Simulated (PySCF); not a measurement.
NICS in isomers of C7H8FP.

Definitions: NICS(0) = −σiso at the ring centroid; NICS(1) = −σiso and NICS(1)zz = −σzz at ±1 Å along the ring normal z. Level: GIAO PBE0/pcSseg-1 (PySCF, non-relativistic, gas phase) on the GFN2-xTB geometries, one conformer each. Atom numbers follow the mapped SMILES.

Question: Order these rings by mean NICS(1)zz, lowest (most negative) first (ppm).
A. ring C3–C4–C5–C6–C7–P9 in `[CH3:1][CH2:2][c:3]1[cH:4][cH:5][cH:6][c:7]([F:8])[p:9]1`
B. ring P4–C5–C6–C7–C9 in `[CH:1]#[C:2][CH2:3][P:4]1[CH2:5][CH:6]=[C:7]([F:8])[CH2:9]1`
C. ring C3–C4–C5–C6–C8–C9 in `[CH3:1][PH:2][c:3]1[cH:4][cH:5][c:6]([F:7])[cH:8][cH:9]1`

Answer: C (-26.9), A (-25.3), B (-2.8).

```json
{"SMILES": "CPc1ccc(F)cc1", "ring": "6-membered carbocycle; formal bonds all aromatic", "NICS(0)": "-9.8", "NICS(1)": "-11.1", "NICS(1)zz": "-26.9", "HOMA": "0.99", "rms pucker (Å)": "0.01", "ring atoms with four or more neighbours": "0"}
{"SMILES": "CCc1cccc(F)p1", "ring": "6-membered ring with P; formal bonds all aromatic", "NICS(0)": "-8.9", "NICS(1)": "-10.6", "NICS(1)zz": "-25.3", "HOMA": "0.91", "rms pucker (Å)": "0.00", "ring atoms with four or more neighbours": "0"}
{"SMILES": "C#CCP1CC=C(F)C1", "ring": "5-membered ring with P; formal bonds 1 double, 4 single", "NICS(0)": "-5.0", "NICS(1)": "-3.3", "NICS(1)zz": "-2.8", "HOMA": "–", "rms pucker (Å)": "0.10", "ring atoms with four or more neighbours": "2"}
```

NICS(0) gives the same order. The isotropic NICS(1) gives the same order. HOMA uses Krygowski's 1993 parameters; it is left out where a ring has a four-coordinate atom, a triple bond, no multiple bond or a kind of bond without parameters. NICS(1) and NICS(1)zz are means over the two faces.
